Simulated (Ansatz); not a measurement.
## Pulling the pair apart

The pair of Cl⁻ (SMILES [Cl-], atom 1) and CH$_{3}$I (SMILES CI, atoms 2–6), both closed shells, in one local arrangement (a lower one may exist), relaxed at PBE0-D4/def2-TZVPD:

```json
{"atom": "Cl1", "x (Å)": "0.0128", "y (Å)": "0.9506", "z (Å)": "-2.5494"}
{"atom": "C2", "x (Å)": "-0.0014", "y (Å)": "-0.1034", "z (Å)": "0.2768"}
{"atom": "I3", "x (Å)": "-0.0113", "y (Å)": "-0.8667", "z (Å)": "2.3274"}
{"atom": "H4", "x (Å)": "-0.1065", "y (Å)": "-0.9579", "z (Å)": "-0.3778"}
{"atom": "H5", "x (Å)": "-0.8381", "y (Å)": "0.5765", "z (Å)": "0.1899"}
{"atom": "H6", "x (Å)": "0.9445", "y (Å)": "0.4009", "z (Å)": "0.1331"}
```

CH$_{3}$I is shifted rigidly along the line between the mean atom positions of the two fragments (negative: closer). Counterpoise interaction energies in kJ/mol. Program: Ansatz 0.2.0. Basis: def2-TZVPPD. Cores are frozen in the correlated methods. Filled d shells of the heavier atoms are correlated. Core potentials replace the inner electrons of the atoms past krypton. The def2 sets are not built for correlating such inner shells, so the correlated values are less sure here. B3LYP uses VWN-RPA correlation.

| shift (Å) | wB97M-V | B3LYP-D4 | MP2 |
| --- | --- | --- | --- |
| -0.30 | -37.1 | -39.7 | -36.2 |
| -0.15 | -44.7 | -46.8 | -43.3 |
| 0.00 | -47.6 | -49.3 | -45.9 |
| 0.15 | -47.6 | -49.1 | -46.0 |
| 0.36 | -45.0 | -46.4 | -43.6 |
| 0.75 | -37.7 | -38.8 | -36.8 |
| 1.51 | -25.7 | -26.3 | -25.2 |
| 3.02 | -13.7 | -14.4 | -13.5 |

What does CCSD(T) give at these shifts? (An estimate is asked for; the value comes from the calculation.)

By the calculation: -32.5, -40.6, -44.0, -44.5, -42.6, -36.2, -24.9, -13.3 kJ/mol. For zero shift, CCSD(T) at an estimated basis limit (MP2 extrapolated from triple and quadruple zeta, plus CCSD(T) − MP2 in triple zeta) gives -48.7 kJ/mol. These are counterpoise interaction energies, counted from the two frozen fragments.

No T1 diagnostic of these runs exceeds 0.010.

For scale, one of the runs: CCSD(T)/def2-TZVPPD, 198 basis functions, launched by `ansatz run in.yaml --threads 4 --pin off --events-out ev --progress --plain --max-ram 9574MiB`. Time: 38 s of wall clock on 4 CPU threads of an Intel Xeon; the host was shared. Peak host memory: 2.6 GiB.
